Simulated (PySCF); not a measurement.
C$_{3}$H$_{8}$N, doublet, at a GFN2-xTB geometry. Base run: PySCF with HF/STO-3G.

PySCF was given this input:
```python
from pyscf import gto, scf

mol = gto.M(
    atom='''
C     1.82249360    0.42793691   -0.09666739
C     0.55432697   -0.40737668    0.01411334
N    -0.59535640    0.39768399   -0.06065427
C    -1.83286018   -0.24865504    0.11188496
H     2.70199571   -0.21038349   -0.06183143
H     1.81986148    0.98100061   -1.03152042
H     1.86845501    1.14159540    0.72112510
H     0.53618423   -1.16596861   -0.79256862
H     0.56416073   -0.99443760    0.95295569
H    -2.37126942    0.24233126    0.93137094
H    -1.77197261   -1.32823517    0.31270060
H    -2.44368277   -0.08112148   -0.78363751
''',
    basis='sto-3g',
    spin=1,
    verbose=4,
)

mf = scf.UHF(mol)
mf.kernel()
mo_i, mo_e, stable_i, stable_e = mf.stability(internal=True, external=True, return_status=True, nroots=6, tol=1e-6)
print('internally stable:', stable_i, ' externally stable:', stable_e)
if not stable_i:
    umf = mf.copy()
    umf.scf_summary = {}
    umf.kernel(umf.make_rdm1(mo_i, mf.mo_occ))
mf.analyze()
```

The bond that is stretched is that between atoms 11 and 4. A test that says stable can miss a lower solution.

Variants of this job, named by their change:

```json
[
 {"change": "base", "ΔE vs base (eV)": "0.00", "<S^2>": "0.759", "E after following the instability (Eh)": "-", "<S^2> there": "-", "stability test says": "stable"},
 {"change": "bond × 1.25", "ΔE vs base (eV)": "1.19", "<S^2>": "0.759", "E after following the instability (Eh)": "-", "<S^2> there": "-", "stability test says": "stable"},
 {"change": "bond × 1.5", "ΔE vs base (eV)": "3.29", "<S^2>": "0.760", "E after following the instability (Eh)": "-170.45936", "<S^2> there": "1.00", "stability test says": "internal instability"},
 {"change": "bond × 1.8", "ΔE vs base (eV)": "5.80", "<S^2>": "0.761", "E after following the instability (Eh)": "-170.41848", "<S^2> there": "1.53", "stability test says": "internal instability"},
 {"change": "bond × 2.2", "ΔE vs base (eV)": "8.44", "<S^2>": "0.764", "E after following the instability (Eh)": "-170.40534", "<S^2> there": "1.71", "stability test says": "internal instability"},
 {"change": "bond × 3.0", "ΔE vs base (eV)": "11.23", "<S^2>": "0.778", "E after following the instability (Eh)": "-170.40188", "<S^2> there": "1.76", "stability test says": "internal instability"}
]
```

On stretching, the SCF can end on different states; <S^2> shows the spin contamination of each.
